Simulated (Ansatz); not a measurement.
Cost and result for the atomization energy of CH5GeNO (`[NH2][GeH]1[CH2][O]1`) (9 atoms, 9 bonds).

```xyz
9

N     0.4733   -0.1145   -1.7120
Ge   -0.5869   -0.1142   -0.2401
C     0.1095   -0.2213    1.5080
O    -0.2315    1.1113    1.0731
H     0.1606    0.4794   -2.4669
H     1.4524    0.0538   -1.5307
H    -2.0597   -0.1973   -0.6170
H     1.1771   -0.3937    1.6545
H    -0.4950   -0.6036    2.3311
```

Total charge 0; spin multiplicity 1. Correlated methods include outer-core shells of Ge, which these sets cover unevenly. Scalar relativity is left out up to krypton. The structure was optimised at the PBE0-D4/def2-TZVP level. It is one conformer, not always the lowest. Program: Ansatz. All runs use 4 threads of an Arm Neoverse V1 on a shared host. Times are those of one run each, without the atoms' runs, and a repeat can differ threefold. Electronic energies, without spin–orbit coupling; frozen cores. CCSD(T)/CBS adds CCSD(T) − MP2 in def2-TZVPP to the MP2 limit, and its time is that of the two runs behind it. T1 = 0.013. With those shells the extrapolation isn't a true limit. B3LYP takes the VWN-RPA correlation (the form of Gaussian; ORCA's B3LYP/G). HSE06 is the plane-wave form, built on full-range PBE exchange.

CCSD(T)/CBS is a level of theory with its own doubt, some kJ/mol a heavy atom from the limit and from the frozen cores, so smaller differences don't rank the functionals.

| level | functions | wall time | atomization (kcal/mol) | difference from CCSD(T)/CBS | per bond |
| --- | --- | --- | --- | --- | --- |
| LDA (SPW92)/def2-TZVPP | 211 | 1 s | 854.9 | 122.0 | 13.6 |
| BLYP-D4/def2-TZVPP | 211 | 1.8 s | 731.1 | -1.8 | -0.2 |
| PBE0-D4/def2-TZVPP | 211 | 2.3 s | 727.3 | -5.6 | -0.6 |
| HSE06-D4/def2-TZVPP | 211 | 2.6 s | 727.9 | -5.0 | -0.6 |
| CAM-B3LYP-D4/def2-TZVPP | 211 | 2.7 s | 731.0 | -1.9 | -0.2 |
| B3LYP-D4/def2-TZVPP (with forces) | 211 | 3.4 s | 727.0 | -5.9 | -0.7 |
| r2SCAN-D4/def2-TZVPP (with forces) | 211 | 3.8 s | 730.2 | -2.7 | -0.3 |
| B2PLYP/def2-TZVPP | 211 | 4.2 s | 721.1 | -11.8 | -1.3 |
| CCSD(T)/def2-SVP | 99 | 4.7 s | 673.4 | -59.5 | -6.6 |
| B97M-V/def2-TZVPP | 211 | 8 s | 732.1 | -0.8 | -0.1 |
| MP2/def2-QZVPP | 410 | 17 s | 737.3 | 4.4 | 0.5 |
| CCSD(T)/def2-TZVPP | 211 | 100 s | 710.6 | -22.3 | -2.5 |
| CCSD(T)/CBS(def2) | – | 120 s | 732.9 | 0.0 | 0.0 |

From r2SCAN to r2SCAN0 (25 % exact exchange), in def2-TZVPP and without D4, the atomization energy moves by −18.2 kcal/mol: exact exchange takes away binding that semilocal exchange gives to molecules. Leaving LDA and LC-ωPBE aside and taking each functional with its dispersion term where it has one, the values, not all of them listed here, spread over 52.8 kcal/mol, from BHLYP-D4 to PBE-D4. LDA lies +109.8 kcal/mol from PBE without D4, its usual overbinding. The D4 term adds +5.9 kcal/mol with B3LYP and +3.0 kcal/mol with PBE0; it sums over pairs of atoms, weighted by their polarisabilities, and B3LYP, whose exchange is more repulsive, gets the larger term.

For some Ge, Se and Sn compounds the MP2-based and the directly extrapolated limit differ by 10 to 25 kJ/mol.
